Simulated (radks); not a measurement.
F2+, configuration [He] 2s1 2p3 3d1 (not the ground configuration). Calculated with a radial shooting solver on a logarithmic mesh with Libxc functionals: scalar-relativistic Kohn-Sham, OLYP, spin-polarised, spherical densities, finite nucleus; open shells are filled with parallel spins first; Fermi nuclear charge, rms radius 2.8976 fm.

Normalised radial functions P(r) = r R(r), r in bohr:

r         1s down    2s up   2p up
0.007978   0.3872   0.1050  0.0017
0.008995   0.4325   0.1172  0.0021
0.01014    0.4825   0.1308  0.0027
0.01143    0.5376   0.1457  0.0034
0.01289    0.5981   0.1620  0.0043
0.01454    0.6643   0.1799  0.0054
0.01639    0.7365   0.1993  0.0068
0.01848    0.8147   0.2203  0.0086
0.02083    0.8991   0.2430  0.0108
0.02349    0.9897   0.2671  0.0135
0.02649    1.0860   0.2928  0.0170
0.02986    1.1877   0.3196  0.0212
0.03367    1.2940   0.3474  0.0265
0.03827    1.4111   0.3777  0.0336
0.04315    1.5229   0.4060  0.0418
0.04865    1.6345   0.4335  0.0518
0.05485    1.7436   0.4594  0.0641
0.06185    1.8471   0.4824  0.0790
0.06973    1.9417   0.5013  0.0971
0.07862    2.0234   0.5143  0.1189
0.08864    2.0881   0.5197  0.1449
0.09995    2.1314   0.5154  0.1757
0.1127     2.1490   0.4993  0.2119
0.1271     2.1370   0.4693  0.2540
0.1433     2.0925   0.4231  0.3025
0.1615     2.0137   0.3589  0.3576
0.1821     1.9004   0.2755  0.4193
0.2053     1.7548   0.1724  0.4874
0.2315     1.5812   0.0500  0.5610
0.261      1.3865  -0.0899  0.6391
0.2943     1.1796  -0.2439  0.7199
0.3318     0.9704  -0.4071  0.8009
0.3741     0.7691  -0.5727  0.8788
0.4218     0.5845  -0.7324  0.9492
0.4756     0.4237  -0.8764  1.0073
0.5363     0.2911  -0.9948  1.0483
0.6046     0.1883  -1.0784  1.0674
0.6817     0.1139  -1.1200  1.0611
0.7686     0.0638  -1.1153  1.0271
0.8667     0.0329  -1.0643  0.9651
0.9771     0.0154  -0.9714  0.8775
1.102      0.0065  -0.8456  0.7689
1.242      0.0024  -0.6995  0.6466
1.401      0.0008  -0.5478  0.5198
1.579      0.0002  -0.4046  0.3980
1.795      0.0000  -0.2731  0.2822
2.024      0.0000  -0.1757  0.1924
2.282      0.0000  -0.1050  0.1232
2.572      0.0000  -0.0580  0.0738
2.9        0.0000  -0.0292  0.0409
3.27       0.0000  -0.0133  0.0207
3.687      0.0000  -0.0053  0.0094
4.157      0.0000  -0.0019  0.0038
4.687      0.0000  -0.0006  0.0013
5.285      0.0000  -0.0001  0.0004
5.959      0.0000  0.0000  0.0001
6.719      0.0000  0.0000  0.0000
7.575      0.0000  0.0000  0.0000
8.541      0.0000  0.0000  0.0000
9.63       0.0000  0.0000  0.0000
10.86      0.0000  0.0000  0.0000

1s down: eigenvalue -726.36 eV, 0 radial nodes, <r> = 0.176 bohr, 90 % of the charge inside 0.314 bohr. 2s up: eigenvalue -84.555 eV, 1 radial node at r = 0.242 bohr, <r> = 0.869 bohr, 90 % of the charge inside 1.35 bohr. 2p up: eigenvalue -65.881 eV, 0 radial nodes, <r> = 0.822 bohr, 90 % of the charge inside 1.35 bohr.
